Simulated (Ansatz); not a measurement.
Reaction (isomerisation): `[NH2][GeH]1[CH2][SiH2]1` → `C1[NH][GeH2][SiH2]1`

Gas-phase electronic energies from Ansatz, PBE0-D4/def2-TZVP geometries. CBS: MP2 limit from def2 TZ/QZ plus the TZ coupled-cluster correction, frozen cores. For Ge outer-core shells are correlated without core-valence functions, which leaves a few kJ/mol of doubt a bond. Scalar relativity is left out up to krypton. Each species was taken in one conformer, which may not be the lowest.

```json
{"species": "`[NH2][GeH]1[CH2][SiH2]1`", "CCSD/def2-SVP energy (Eh)": "-2460.90640"}
{"species": "`C1[NH][GeH2][SiH2]1`", "CCSD/def2-SVP energy (Eh)": "-2460.91441"}
```

Question: Work out ΔE.

Answer: ΔE = (-2460.91441) − (-2460.90640) = -0.00801 Eh = -5.0 kcal/mol. CCSD(T)/CBS gives -0.2 kcal/mol.

Largest T1 diagnostic among the species: 0.012.

From BLYP to BHLYP (50 % exact exchange), in def2-TZVPP and without D4, ΔE moves by −1.9 kcal/mol. Leaving LDA and LC-ωPBE aside and taking each functional with its dispersion term where it has one, the values, not all of them listed here, spread over 3.2 kcal/mol, from BHLYP-D4 to r2SCAN-D4. LDA lies −1.7 kcal/mol from PBE without D4. In def2-TZVPP, CCSD(T) changes the Hartree–Fock value by +3.1 kcal/mol (the triples alone add +0.5 kcal/mol) and MP2 by +4.0 kcal/mol.
